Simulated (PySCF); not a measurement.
A side-by-side comparison of computed properties.

First species: C₇H₁₀O.
Numbering: `[CH2:1]=[CH:2][C@@H:3]1[CH:4]=[CH:5][O:6][C@@H:7]1[CH3:8]` (hydrogens: H9, H10 on C1; H11 on C2; H12 on C3; H13 on C4; H14 on C5; H15 on C7; H16, H17, H18 on C8)

Second species: C₇H₁₀O.
InChI=1S/C7H10O/c1-7-2-5(3-7)6(7)4-8/h4-6H,2-3H2,1H3/t5-,6-,7+/m0/s1

Levels: PBE0/def2-SVPD for dipole moment, HOMO energy, LUMO energy, HOMO–LUMO gap, static isotropic polarisability and electronic spatial extent ⟨r²⟩ about the centre of nuclear charge; TDDFT PBE0/def2-SVPD for lowest singlet excitation; TDA PBE0/def2-SVPD for lowest triplet excitation (Tamm–Dancoff); GFN2-xTB for rotational constant A and rotational constant C. Geometries: GFN2-xTB. All species are isolated and taken at one optimised geometry, non-relativistic unless stated; the electronic structure was computed with PySCF and density fitting.

The conformers computed, where there is a choice (atom-mapped SMILES and torsion angles):
- `[CH2:1]=[CH:2][C@@H:3]1[CH:4]=[CH:5][O:6][C@@H:7]1[CH3:8]`: C1–C2–C3–C4 -128°
- `[CH3:1][C@:2]12[CH2:3][C@H:4]([CH2:5]1)[C@@H:6]2[CH:7]=[O:8]`: C4–C6–C7–O8 66°

(1) Which of the two has the higher static isotropic polarisability, and by how much?

(2) Which of the two has the higher HOMO–LUMO gap, and by how much?

(3) Which of the two has the higher HOMO energy, and by how much?

(4) Which has the higher S1 energy?

(5) Which of the two has the higher rotational constant A, and by how much?

(6) Which of the two has the higher rotational constant C, and by how much?

(7) Which of the two has the higher T1 energy, and by how much?

(8) Which has the higher ⟨r²⟩?

Results:

(1) The first: 84.3 au against 79.3 au, a difference of 5.0 au.

(2) The second: 6.35 eV against 6.24 eV, a difference of 0.11 eV.

(3) The first: -6.24 eV against -7.30 eV, a difference of 1.06 eV.

(4) The first: 5.23 eV against 4.05 eV, a difference of 1.18 eV.

(5) The second: 3.579 GHz against 3.427 GHz, a difference of 0.152 GHz.

(6) The second: 1.429 GHz against 1.305 GHz, a difference of 0.124 GHz.

(7) The first: 3.96 eV against 3.41 eV, a difference of 0.55 eV.

(8) The first: 964 bohr² against 931 bohr², a difference of 33 bohr².

On the first: No computed singlet falls in the visible range (750 to 380 nm, 1.65 to 3.26 eV); S1 lies 1.97 eV above its blue end. S1 lies 1.01 eV below the HOMO–LUMO gap; its leading configuration is HOMO→LUMO, weight 0.97.

On the second: The principal polarisabilities are 71.1, 78.8 and 88.2 au; their mean is the isotropic value. The 6 singlets span 4.05 to 7.28 eV, and their oscillator strengths add up to 0.08.
